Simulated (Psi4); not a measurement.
Pair of molecules, SMILES C#C with SMILES O=CO (the first has 4 atoms); geometry from B3LYP-D3(BJ)/def2-TZVP.
(charge 0, multiplicity 1):
```xyz
9

C      0.57985     0.20707    -0.08788
C     -0.17331    -0.55440     0.45032
H      1.24333     0.87422    -0.58317
H     -0.83124    -1.21117     0.97044
O     -0.98883    -0.95810     3.51587
C     -0.29865    -0.09555     3.98787
O      0.51644     0.71297     3.30598
H     -0.25018     0.14123     5.05891
H      0.46324     0.49106     2.35391
```

Calculation: SAPT0/jun-cc-pV(D+d)Z in Psi4.

Q: Which attractive term is largest, and how does the interaction split up?

A: electrostatics -8.03, exchange 8.25, induction -2.68, dispersion -2.50, total -4.96 kcal/mol; the largest attraction is electrostatics.
